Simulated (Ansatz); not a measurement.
A made-up structure of H2TeS2, closed shell:

S1  (-1.493, -0.910, 0.194)
S2  (-0.596, 0.929, 0.119)
Te3  (1.716, 0.622, -0.390)
H4  (0.387, 0.211, 0.726)
H5  (2.195, 0.381, 1.185)
(Å)

It is relaxed with PBE-D4/def2-SVP and then PBE0-D4/def2-TZVP (Ansatz 0.2.0). Atoms count as bonded within 1.22 times the sum of their covalent radii (H–H: 0.88 Å). The end point is not checked to be a true minimum.

Task: Does its bonding change? (Judge from chemistry; the calculation decides.)

Result: By the calculation: Yes. Formed: none; broken: Te3–H4.

Where it ends: The first stage lowers the energy by 2.24 eV in 18 steps. It ends as H₂TeS₂ ([S][SH][TeH]):
S1  (-1.210, -1.122, 0.049)
S2  (-0.536, 0.697, 0.128)
Te3  (1.909, 0.954, -0.430)
H4  (-0.264, 0.943, 1.437)
H5  (2.312, -0.238, 0.650)
(Å)

Labels in which every atom is bracketed show which atoms are joined, not bond orders.

For scale, one of the runs: PBE0-D4/def2-TZVP relaxation, 136 basis functions, launched by `ansatz run in.yaml --threads 2 --pin off --events-out ev --progress --plain --max-ram 4352MiB`. The run took about 28 s on 2 CPU threads of an Arm Neoverse V2 (shared host).
